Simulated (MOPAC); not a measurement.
Input for MOPAC: AM1 on LiCl+, 2S+1 = 2, a spin state set in the input, which need not be the lowest, a point of a bond scan (R = 2.328 Å). Charge +1.

```
AM1 1SCF PRECISE CHARGE=1 UHF MS=0.5 THREADS=1
ClLi

Li     0.00000000 1     0.00000000 1     0.00000000 1
Cl     0.00000000 1     0.00000000 1     2.32769700 1
```

It printed:

```
*******************************************************************************
 **                                                                           **
 **                              MOPAC v23.2.5                                **
 **                                                                           **
 *******************************************************************************
 ** MOPAC's Digital Object Identifier: https://doi.org/10.5281/zenodo.6511958 **
 **                                                                           **
 ** Please cite the open-source release paper for use of this MOPAC version:  **
 ** J. E. Moussa and J. J. P. Stewart (2026)                                  **
 ** MOPAC: An open-source semiempirical molecular orbital program             **
 ** J. Open Source Softw., 11(119), 8025, https://doi.org/10.21105/joss.08025 **
 *******************************************************************************

                              AM1 CALCULATION RESULTS

 *******************************************************************************
 *  AM1        - The AM1 Hamiltonian to be used
 *  UHF        - UNRESTRICTED HARTREE-FOCK CALCULATION
 *
 *
 *
 *                 CHARGE ON SYSTEM = +1
 *
 *
 *
 *  MS=        - IN MECI, MAGNETIC COMPONENT OF SPIN =  0.5
 *  PRECISE    - TIGHTER CRITERIA TO BE USED
 *  1SCF       - DO 1 SCF AND THEN STOP
 *  THREADS=1  - MULTI-THREADING NOT USED
 *  T=         - A TIME OF 172800.0 SECONDS REQUESTED
 *  DUMP=N     - RESTART FILE WRITTEN EVERY 7200.0 SECONDS REQUESTED
 *******************************************************************************
AM1 1SCF PRECISE CHARGE=1 UHF MS=0.5 THREADS=1
 ClLi

   ATOM   CHEMICAL          X               Y               Z
  NUMBER   SYMBOL      (ANGSTROMS)     (ANGSTROMS)     (ANGSTROMS)

     1      Li          0.00000000  *   0.00000000  *   0.00000000  *
     2      Cl          0.00000000  *   0.00000000  *   2.32769700  *



          CARTESIAN COORDINATES

    NO.       ATOM           X           Y           Z

     1        Li          0.0000      0.0000      0.0000
     2        Cl          0.0000      0.0000      2.3277

 Li: (AM1): J. J. P. STEWART, J. MOL. MOD., 10, 155-164 (2004)
 Cl: (AM1): M.J.S. DEWAR AND E. G. ZOEBISCH, THEOCHEM, 180, 1 (1988).

           Empirical Formula: Li Cl  =     2 atoms



      MOLECULAR POINT GROUP   :   C*v


          UHF CALCULATION, NO. OF ALPHA ELECTRONS =    4
                           NO. OF BETA  ELECTRONS =    3

 -------------------------------------------------------------------------------
 AM1 1SCF PRECISE CHARGE=1 UHF MS=0.5 THREADS=1
 ClLi



     1SCF WAS SPECIFIED, SO BFGS WAS NOT USED
     SCF FIELD WAS ACHIEVED


                              AM1 CALCULATION
                                                       MOPAC v23.2.5 Linux




          FINAL HEAT OF FORMATION =        166.55683 KCAL/MOL =     696.87378 KJ/MOL


          COSMO AREA              =         84.63 SQUARE ANGSTROMS
          COSMO VOLUME            =         67.66 CUBIC ANGSTROMS

          IONIZATION POTENTIAL    =         17.811101 EV
          ALPHA SOMO LUMO (EV)    =        -18.483 -4.212
          BETA  SOMO LUMO (EV)    =        -17.811 -8.609
          NO. OF ALPHA ELECTRONS  =          4
          NO. OF BETA  ELECTRONS  =          3
          MOLECULAR WEIGHT        =         42.3930         POINT GROUP:  C*v

          MOLECULAR DIMENSIONS (Angstroms)

            Atom       Atom       Distance
           Cl     2   Li     1     2.32770
           Cl     2   Li     1     0.00000
           Li     1   Cl     2     0.00000


          SCF CALCULATIONS        =          1





   ATOM   CHEMICAL          X               Y               Z
  NUMBER   SYMBOL      (ANGSTROMS)     (ANGSTROMS)     (ANGSTROMS)

     1      Li          0.00000000  *   0.00000000  *   0.00000000  *
     2      Cl          0.00000000  *   0.00000000  *   2.32769700  *

                             CARTESIAN COORDINATES

   1   Li        0.000000000     0.000000000     0.000000000
   2   Cl        0.000000000     0.000000000     2.327697000


           Empirical Formula: Li Cl  =     2 atoms



      MOLECULAR POINT GROUP   :   C*v


          ALPHA EIGENVALUES
 -44.35766 -19.79992 -19.14933 -18.48267  -4.21186  -2.56381  -2.13234  -2.10743


           BETA EIGENVALUES
 -41.93576 -18.48296 -17.81110  -8.60879  -4.17726  -2.52372  -2.12709  -2.00976


              NET ATOMIC CHARGES AND DIPOLE CONTRIBUTIONS

  ATOM NO.   TYPE          CHARGE      No. of ELECS.   s-Pop       p-Pop
    1         Li           0.806701        0.1933     0.07214     0.12116
    2         Cl           0.193299        6.8067     1.98563     4.82107
 DIPOLE           X         Y         Z       TOTAL
 POINT-CHG.     0.000     0.000    -7.189     7.189
 HYBRID        -0.000    -0.000    -0.854     0.854
 SUM           -0.000    -0.000    -8.043     8.043


          ATOMIC ORBITAL ELECTRON POPULATIONS

     Atom    s        px        py        pz
    1 Li   0.07214   0.01542   0.00584   0.09990
    2 Cl   1.98563   1.98458   0.99416   1.84233


                    (SZ)    =    0.500000
                    (S**2)  =    0.750490


          ATOMIC ORBITAL SPIN POPULATIONS

    Atom   Total    s     px     py     pz
         Atomic
    1 Li -0.0071 -0.005 -0.001  0.006 -0.007
    2 Cl  1.0071  0.001  0.001  0.994  0.011

 **********************
 *                    *
 * JOB ENDED NORMALLY *
 *                    *
 **********************




 == MOPAC DONE ==
```

The run finished.

Cost: roughly 0.03 core-seconds.
